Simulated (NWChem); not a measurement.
System: C4H7Cl; SMILES ClC(=C)CC

The following NWChem deck was run.

```
start job
memory heap 200 mb stack 900 mb global 1100 mb
geometry units angstroms noautoz
  C     -1.810234     0.542722    -0.210616
  C     -0.568436     0.173492     0.096302
  Cl     0.747378     1.356077    -0.050641
  C     -0.130827    -1.186458     0.569488
  C      0.777000    -1.932459    -0.421976
  H     -2.054861     1.542533    -0.550743
  H     -2.621206    -0.174476    -0.120157
  H     -1.036693    -1.775030     0.759409
  H      0.388640    -1.079198     1.530792
  H      1.696896    -1.371855    -0.614076
  H      1.053963    -2.912270    -0.018177
  H      0.266749    -2.087505    -1.378702
end
basis spherical
  C library def2-svp
  Cl library def2-svp
  H library def2-svp
end
dft
  xc m06-2x
  iterations 150
  mulliken
end
task dft energy
```

Excerpt of the output:

```
             Northwest Computational Chemistry Package (NWChem) 7.3.0
             --------------------------------------------------------

 C1  symmetry detected

                             Geometry "geometry" -> ""
                             -------------------------

 Output coordinates in angstroms (scale by  1.889725989 to convert to a.u.)

  No.       Tag          Charge          X              Y              Z
 ---- ---------------- ---------- -------------- -------------- --------------
    1 C                    6.0000    -1.79227737     0.56611532    -0.23934086
    2 C                    6.0000    -0.56870861     0.16752787     0.10212548
    3 Cl                  17.0000     0.77486938     1.32433935     0.01239591
    4 C                    6.0000    -0.17418722    -1.20688748     0.57138655
    5 C                    6.0000     0.74963787    -1.95930504    -0.40025290
    6 H                    1.0000    -2.00553120     1.57487033    -0.57413470
    7 H                    1.0000    -2.62012102    -0.13519983    -0.18399338
    8 H                    1.0000    -1.09743541    -1.77886939     0.72478043
    9 H                    1.0000     0.31625779    -1.12219654     1.55003214
   10 H                    1.0000     1.68640822    -1.41554670    -0.55573947
   11 H                    1.0000     0.99356862    -2.94951579    -0.00053775
   12 H                    1.0000     0.26728563    -2.09201503    -1.37464726

 Effective nuclear repulsion energy (a.u.)     213.6321401062

                                 NWChem DFT Module
                                 -----------------

 Summary of "ao basis" -> "ao basis" (spherical)
 ------------------------------------------------------------------------------
       Tag                 Description            Shells   Functions and Types
 ---------------- ------------------------------  ------  ---------------------
 C                          def2-svp                 6       14   3s2p1d
 Cl                         def2-svp                 8       18   4s3p1d
 H                          def2-svp                 3        5   2s1p

            General Information
            -------------------
          SCF calculation type: DFT
          Wavefunction type:  closed shell.
          No. of atoms     :    12
          No. of electrons :    48
           Alpha electrons :    24
            Beta electrons :    24
          Charge           :     0
          Spin multiplicity:     1
          Use of symmetry is: off; symmetry adaption is: off
          Maximum number of iterations: 150
          AO basis - number of functions:   109
                     number of shells:    53
          Convergence on energy requested:  1.00D-06
          Convergence on density requested:  1.00D-05
          Convergence on gradient requested:  5.00D-04

              XC Information
              --------------
                       M06-2X Method XC Functional
                     Hartree-Fock (Exact) Exchange  0.540
                        M06-2X Exchange Functional  1.000
                      M06-2X Correlation Potential  1.000

             Grid Information
             ----------------
          Grid used for XC integration:  medium
          Radial quadrature: Mura-Knowles
          Angular quadrature: Lebedev.
          Tag              B.-S. Rad. Rad. Pts. Rad. Cut. Ang. Pts.
          ---              ---------- --------- --------- ---------
          C                   0.70       49          11.0       434
          Cl                  1.00       88          11.0       590
          H                   0.35       45          13.0       434
          Grid pruning is: on
          Number of quadrature shells:   599
          Spatial weights used:  Erf1

      Superposition of Atomic Density Guess
      -------------------------------------

 Sum of atomic energies:        -613.31771437

      Non-variational initial energy
      ------------------------------

 Total energy =    -616.224708
 1-e energy   =   -1264.197303
 2-e energy   =     434.340454
 HOMO         =      -0.290651
 LUMO         =       0.024467

     ---------------------------------------------
      Total Density - Mulliken Population Analysis
     ---------------------------------------------

    Atom       Charge   Shell Charges
 -----------   ------   -------------------------------------------------------
    1 C    6     6.27   1.99  0.97  0.26  2.07  0.97  0.02
    2 C    6     5.83   1.99  0.96  0.22  1.65  0.96  0.05
    3 Cl  17    17.22   2.00  1.99  1.22  0.71  5.94  2.12  3.22  0.02
    4 C    6     6.11   1.99  0.96  0.16  2.00  0.97  0.03
    5 C    6     6.26   1.99  0.96  0.20  2.05  1.04  0.02
    6 H    1     0.90   0.67  0.21  0.03
    7 H    1     0.90   0.66  0.21  0.03
    8 H    1     0.91   0.68  0.21  0.02
    9 H    1     0.90   0.68  0.20  0.02
   10 H    1     0.90   0.67  0.20  0.03
   11 H    1     0.89   0.67  0.20  0.03
   12 H    1     0.90   0.68  0.20  0.03

   convergence    iter        energy       DeltaE   RMS-Dens  Diis-err
 ---------------- ----- ----------------- --------- --------- ---------
 d= 0,ls=0.0,diis     1   -616.4103340670 -8.30D+02  6.72D-03  3.59D-01
 d= 0,ls=0.0,diis     2   -616.4250345678 -1.47D-02  4.15D-03  3.14D-01
 d= 0,ls=0.0,diis     3   -616.4598007208 -3.48D-02  1.13D-03  2.07D-02
 d= 0,ls=0.0,diis     4   -616.4625161941 -2.72D-03  2.69D-04  8.26D-04
 d= 0,ls=0.0,diis     5   -616.4626198651 -1.04D-04  8.10D-05  7.97D-05
  Resetting Diis
 d= 0,ls=0.0,diis     6   -616.4626309780 -1.11D-05  1.84D-05  2.63D-06
 d= 0,ls=0.0,diis     7   -616.4626313578 -3.80D-07  4.96D-06  1.11D-07

         Total DFT energy =     -616.462631357752
      One electron energy =    -1268.494918662347
           Coulomb energy =      490.809299343144
    Exchange-Corr. energy =      -52.409152144708
 Nuclear repulsion energy =      213.632140106158

 Numeric. integr. density =       47.999983491223

                       DFT Final Molecular Orbital Analysis
                       ------------------------------------

 Vector   22  Occ=2.000000D+00  E=-3.983299D-01
              MO Center=  3.5D-01,  1.7D-02,  8.0D-02, r^2= 3.7D+00
   Bfn.  Coefficient  Atom+Function         Bfn.  Coefficient  Atom+Function
  ----- ------------  ---------------      ----- ------------  ---------------
    41      0.395758   3 Cl pz               38      0.301990   3 Cl pz
    90     -0.204544   9 H  s                52     -0.196755   4 C  pz
    35      0.173178   3 Cl pz               65      0.157140   5 C  py
    20      0.145730   2 C  pz              105     -0.145931  12 H  s
    39     -0.143975   3 Cl px               66      0.141287   5 C  pz

 Vector   23  Occ=2.000000D+00  E=-3.658426D-01
              MO Center=  6.0D-01,  1.1D+00,  3.7D-02, r^2= 1.9D+00
   Bfn.  Coefficient  Atom+Function         Bfn.  Coefficient  Atom+Function
  ----- ------------  ---------------      ----- ------------  ---------------
    40      0.460920   3 Cl py               39     -0.370801   3 Cl px
    37      0.333855   3 Cl py               36     -0.272299   3 Cl px
    41     -0.217993   3 Cl pz               34      0.191328   3 Cl py
    38     -0.158534   3 Cl pz               33     -0.155791   3 Cl px
    51      0.146715   4 C  py               19     -0.111540   2 C  py

 Vector   24  Occ=2.000000D+00  E=-3.094975D-01
              MO Center= -6.5D-01,  5.8D-01, -5.2D-02, r^2= 2.8D+00
   Bfn.  Coefficient  Atom+Function         Bfn.  Coefficient  Atom+Function
  ----- ------------  ---------------      ----- ------------  ---------------
    41     -0.379405   3 Cl pz                6      0.361740   1 C  pz
    20      0.298279   2 C  pz                9      0.266514   1 C  pz
    38     -0.256105   3 Cl pz               23      0.187183   2 C  pz
    35     -0.146617   3 Cl pz               40     -0.113423   3 Cl py
    63      0.111069   5 C  s                 5      0.105222   1 C  py

 Vector   25  Occ=0.000000D+00  E= 3.960727D-02
              MO Center= -1.0D+00,  2.1D-01, -2.3D-02, r^2= 3.1D+00
   Bfn.  Coefficient  Atom+Function         Bfn.  Coefficient  Atom+Function
  ----- ------------  ---------------      ----- ------------  ---------------
     9      0.608640   1 C  pz               23     -0.585439   2 C  pz
    20     -0.413124   2 C  pz                6      0.361113   1 C  pz
    63     -0.361784   5 C  s               101      0.293631  11 H  s
    91      0.272003   9 H  s                22     -0.255945   2 C  py
    49     -0.249352   4 C  s                 8      0.211201   1 C  py

 Vector   26  Occ=0.000000D+00  E= 9.093364D-02
              MO Center= -6.0D-01,  2.0D-01,  8.4D-02, r^2= 4.9D+00
   Bfn.  Coefficient  Atom+Function         Bfn.  Coefficient  Atom+Function
  ----- ------------  ---------------      ----- ------------  ---------------
    17      0.840883   2 C  s                86      0.746233   8 H  s
    81      0.733633   7 H  s                49     -0.704835   4 C  s
    39      0.547948   3 Cl px               32     -0.505151   3 Cl s
    76     -0.504437   6 H  s                40      0.493956   3 Cl py
    21      0.433093   2 C  px                8      0.369570   1 C  py

 Vector   27  Occ=0.000000D+00  E= 1.058267D-01
              MO Center= -2.4D-01, -1.2D+00,  2.0D-01, r^2= 7.4D+00
   Bfn.  Coefficient  Atom+Function         Bfn.  Coefficient  Atom+Function
  ----- ------------  ---------------      ----- ------------  ---------------
    49      1.641086   4 C  s                63      1.325161   5 C  s
    91     -0.962685   9 H  s                86     -0.895164   8 H  s
   106     -0.753473  12 H  s               101     -0.726598  11 H  s
     3      0.625434   1 C  s                76     -0.620262   6 H  s
    96     -0.614869  10 H  s                81     -0.484057   7 H  s

     ---------------------------------------------
      Total Density - Mulliken Population Analysis
     ---------------------------------------------

    Atom       Charge   Shell Charges
 -----------   ------   -------------------------------------------------------
    1 C    6     6.03   1.99  0.88  0.25  2.07  0.83  0.02
    2 C    6     6.12   1.99  0.94  0.21  1.98  0.96  0.05
    3 Cl  17    17.13   2.00  1.99  1.23  0.73  5.94  2.13  3.07  0.03
    4 C    6     6.00   1.99  0.89  0.14  2.11  0.84  0.03
    5 C    6     6.08   1.99  0.87  0.18  2.11  0.91  0.03
    6 H    1     0.94   0.74  0.18  0.02
    7 H    1     0.95   0.74  0.18  0.02
    8 H    1     0.96   0.75  0.19  0.02
    9 H    1     0.94   0.74  0.18  0.02
   10 H    1     0.95   0.74  0.19  0.02
   11 H    1     0.95   0.74  0.18  0.02
   12 H    1     0.95   0.74  0.19  0.02

     -------------------------------------------
      Total Density - Lowdin Population Analysis
     -------------------------------------------

    Atom       Charge   Shell Charges
 -----------   ------   -------------------------------------------------------
    1 C    6     6.09   1.97  0.59  0.32  1.87  1.26  0.07
    2 C    6     6.10   1.97  0.65  0.32  1.83  1.22  0.11
    3 Cl  17    16.93   2.00  1.96  1.03  0.79  5.83  2.26  3.04  0.04
    4 C    6     6.06   1.96  0.58  0.30  1.92  1.21  0.09
    5 C    6     6.06   1.96  0.57  0.31  1.89  1.26  0.07
    6 H    1     0.97   0.63  0.27  0.07
    7 H    1     0.96   0.63  0.27  0.07
    8 H    1     0.96   0.64  0.26  0.06
    9 H    1     0.96   0.64  0.26  0.07
   10 H    1     0.97   0.64  0.27  0.07
   11 H    1     0.97   0.64  0.26  0.06
   12 H    1     0.97   0.64  0.26  0.06

     Multipole analysis of the density
     ---------------------------------

     L   x y z        total         alpha         beta         nuclear
     -   - - -        -----         -----         ----         -------
     0   0 0 0     -0.000000    -24.000000    -24.000000     48.000000

     1   1 0 0     -0.375117     -0.187559     -0.187559      0.000000
     1   0 1 0     -0.537370     -0.268685     -0.268685     -0.000000
     1   0 0 1      0.056558      0.028279      0.028279      0.000000

     2   2 0 0    -27.062503   -104.717064   -104.717064    182.371626
     2   1 1 0     -0.449052      6.648564      6.648564    -13.746179
     2   1 0 1      0.460751      0.204766      0.204766      0.051219
     2   0 2 0    -27.807170   -166.891631   -166.891631    305.976091
     2   0 1 1     -0.754138     -0.185081     -0.185081     -0.383976
     2   0 0 2    -29.151158    -30.322002    -30.322002     31.492846
```

Level: M06-2X/def2-SVP. Structure relaxed at the B3LYP/6-31G* (spherical d) level.
